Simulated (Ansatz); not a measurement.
```yaml
crystal:
  periodic: [false, false, false]
  atoms:
    - {symbol: In, position_ang: [2.635420, -0.827895, -0.089297]}
    - {symbol: In, position_ang: [1.573427, 0.641786, 2.659693]}
    - {symbol: In, position_ang: [-3.246990, 1.426940, -0.006397]}
    - {symbol: In, position_ang: [0.336028, -2.684576, -1.597268]}
    - {symbol: Sb, position_ang: [0.086693, 2.016640, 0.206031]}
    - {symbol: Sb, position_ang: [-0.798614, 0.246889, -1.984865]}
    - {symbol: Sb, position_ang: [-0.585964, -0.819784, 0.812105]}
basis:
  gaussian: {orbitals: def2-TZVP, initial_orbitals: start.molden}
total_charge: 1
magnetization: {spin_polarized: true, initial_magnetization: 4}
hamiltonian: {xc: {name: CAM-B3LYP}, dispersion: d4}
scf: {omitted_lower_state_checks: [starts]}
output: {orbitals: {seedname: orbitals}}
```

The file start.molden holds the orbitals of an earlier run on this structure, at another level or in another basis.

```sh
$ ansatz run in.yaml --threads 4 --pin off --events-out ev --progress --plain --max-ram 6963MiB
```

Does this run fit into the memory that it is given?

No. It has 350 basis functions, and Ansatz plans for 9 GiB where 7 GiB are given.
